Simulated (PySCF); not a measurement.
## How methods differ on the electron affinity of Te

Te⁻ [Kr] 4d10 5s2 5p5 (2P) → Te [Kr] 4d10 5s2 5p4 (3P), as a difference of total energies. Calculation: PySCF 2.14, in aug-cc-pVTZ-DK3 (8s7p5d2f, 68 functions); scalar relativity by spin-free X2C-1e. Correlated levels: valence: [Kr] 4d10 frozen. The calculations carry no spin-orbit coupling.

```csv
method,electron affinity (eV),plus first-order spin-orbit estimate,error of that sum (eV)
UHF,1.059,1.029,-0.942
LDA,2.327,2.297,+0.326
PBE,2.075,2.045,+0.074
PBE0,2.031,2.001,+0.030
r2SCAN,2.042,2.012,+0.041
PW91,2.125,2.095,+0.124
BP86,2.231,2.200,+0.229
MN15,2.008,1.978,+0.007
M06-L,1.987,1.957,-0.014
MP2 (valence),1.851,1.821,-0.150
SCS-MP2 (valence),1.851,1.821,-0.150
```

Reference: 1.971 eV (measured; photodetachment measurements, as compiled on the Wikipedia data page of electron affinities).

A first-order spin-orbit estimate (lowest level to lowest level, LS coupling) adds -0.030 eV.

Errors of the correlated levels include the incompleteness of this basis and the frozen core.

In the anion the highest occupied orbital energy is positive at LDA, PBE, r2SCAN, PW91, BP86, M06-L, a self-interaction effect; the basis confines that electron, and the energy difference can still be sensible.
